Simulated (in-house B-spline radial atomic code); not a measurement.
## B IV (B3+): 1s1 4f1 (an excited or competing configuration)

Computed with an all-electron radial atomic-structure program (B-spline basis): Dirac-Hartree-Fock, average of configuration, Fermi nucleus of rms radius 2.406 fm.

Effective charges: Z_r = [3n² - l(l+1)]/(2<r>) from the radius, Z_e = n√(-2ε) from the energy, and Slater's rules. Values are occupation-weighted means over j.

```json
{"shell": "1s", "electrons": "1", "ε (eV)": "-333.45", "<r> (bohr)": "0.2999", "Z_r": "5.00", "Z_e": "4.95", "Slater": "5.00"}
{"shell": "4f", "electrons": "1", "ε (eV)": "-13.606", "<r> (bohr)": "4.5", "Z_r": "4.00", "Z_e": "4.00", "Slater": "4.00"}
```

The least bound orbital is 4f7/2 at -13.61 eV, and it is also the most diffuse (<r> = 4.5 bohr).

Spin-orbit splittings of the orbital energies (j = l + 1/2 above j = l - 1/2 when positive): 4f 0.0002415 eV.

For the 1s electron the small component carries 0.0333 % of the norm, the zero-frequency Breit interaction raises the level by 5.66e-08 eV, self-energy by 0.01315 eV, and vacuum polarisation lowers it by 0.0005398 eV.
